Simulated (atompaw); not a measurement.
# Building the PAW (atompaw) potential for tellurium (Te) (LDA (PW92), scalar-relativistic).

atompaw 4.2.0.5 input, output lines left out:

```
Te 52
LDA-PW scalarrelativistic loggrid 1500 logderivrange -4 5 226
5 5 4 0 0 0
5 1 2
0 0 0
c
c
c
c
v
c
c
c
v
c
c
1
2.05 1.65 1.35 1.70
y
-1.75
n
y
1.35
n
custom polynom2 7 10 vanderbiltortho sinc
bessel
1.40
1.40
2.05
2.05
```

All-electron outer shells of the reference configuration (LDA (PW92), scalar-relativistic, ld1.x):

```csv
shell,level (eV),outermost node (bohr),outermost maximum (bohr)
5s,-33.07,0.91,1.75
5p,-22.59,0.99,2.04
```

Q: Does the generator finish with these settings?

A: Yes, a potential is produced.

Q: Estimate the cutoffs (Ry, on a coarse ladder) from which the occupation-weighted sum of valence levels, in a spherical-Bessel basis at the reference potential, stays within 10 and 1 mRy of its value at 400 Ry.

A: 21 Ry and 30 Ry.

Q: What does a ghost test show?

A: Ghost states, extra bound levels that the all-electron valence spectrum of the same l lacks: s at -384.9 eV, p at -64.4 eV, d at -21.4 eV. A true bound ghost makes a file unfit for plane-wave use.

Q: Is the overlap operator S = 1 + Σ q|β⟩⟨β| positive definite (Bessel basis up to 400 Ry)?

A: Yes: its lowest eigenvalue is 0.11 (p channel).

Q: Which valence shell sets the plane-wave cutoff?

A: 5s: its level needs 25 Ry to come within 1 mRy, against 15 Ry for 5p.
